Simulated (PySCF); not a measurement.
Compound: C6H9N3.
Geometry (PBE0-D3(BJ)/def2-SVP, Å), atoms numbered from 1 in this order:
```
atom  x, y, z in Å
C1    -2.1078   -1.4012   -0.3328
C2    -1.5526   -0.0740    0.0457
N3    -2.3245    0.9533    0.3943
N4    -1.4703    1.9151    0.6521
N5    -0.1963    1.6270    0.5077
C6    -0.2030    0.3544    0.1180
C7     1.0274   -0.4034   -0.1692
C8     2.2756   -0.1393    0.6336
C9     2.2095    0.2945   -0.7923
H10   -1.7930   -2.1865    0.3725
H11   -3.2047   -1.3586   -0.3313
H12   -1.7744   -1.7066   -1.3368
H13   -1.7769    2.8338    0.9456
H14    0.8474   -1.4371   -0.4756
H15    2.1968    0.6337    1.4025
H16    2.9056   -0.9931    0.8962
H17    2.0876    1.3619   -0.9931
H18    2.7922   -0.2546   -1.5365
```

Computed at PBE0/pcSseg-1 (PySCF, non-relativistic), with Q(14N) = 0.02044 b: N3, 14N (I = 1): χzz = -4.923 MHz, η = 0.397; N4, 14N (I = 1): χzz = -3.880 MHz, η = 0.468; N5, 14N (I = 1): χzz = -4.811 MHz, η = 0.486.

(1) Find the zero-field quadrupole resonance frequencies of 14N at N3.

(2) Where would the pure quadrupole (NQR) lines of 14N at N4 fall for the rigid, isolated species?

(3) Find the zero-field quadrupole resonance frequencies of 14N at N5.

Answers

(1) From ν± = (3/4)|χ|(1 ± η/3) and ν0 = |χ|η/2: ν+ 4.181 MHz, ν− 3.203 MHz, ν0 0.978 MHz (pyridine-type nitrogen).

(2) From ν± = (3/4)|χ|(1 ± η/3) and ν0 = |χ|η/2: ν+ 3.364 MHz, ν− 2.456 MHz, ν0 0.909 MHz (pyrrole-type nitrogen).

(3) From ν± = (3/4)|χ|(1 ± η/3) and ν0 = |χ|η/2: ν+ 4.192 MHz, ν− 3.024 MHz, ν0 1.169 MHz (pyridine-type nitrogen).

In a crystal, neighbours and librations shift these lines. With a basis this small, the couplings can be 20 % off.

One conformer stands for the species.
